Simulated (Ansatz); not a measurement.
Species: ICl, net charge 1, doublet state. 
Coordinates optimised at B3LYP-D3(BJ)/def2-TZVP (Ansatz, a program for electronic structure):
```
Cl
I 1 2.2538
```
Charge +1, spin multiplicity 2.

Problem. Give the harmonic wavenumbers at B3LYP-D3(BJ)/def2-TZVP (Ansatz, finite differences of forces, unscaled).

Solution. 432 cm⁻¹. Zero-point energy 0.6 kcal/mol.

Problem. From these and the geometry, give the ideal-gas thermochemistry at 298.15 K and 1 atm (rigid rotor, harmonic oscillator).

Solution. Point group C∞v, rotational symmetry number 1. Rotational constants 3.59, 3.59 GHz. S(trans) 41.16, S(rot) 16.80, S(vib) 0.85, S(elec, spin only) 1.38, S 60.2 cal/(mol K). H(298) - H(0) 2.25 kcal/mol; G - E(el) -15.1 kcal/mol.
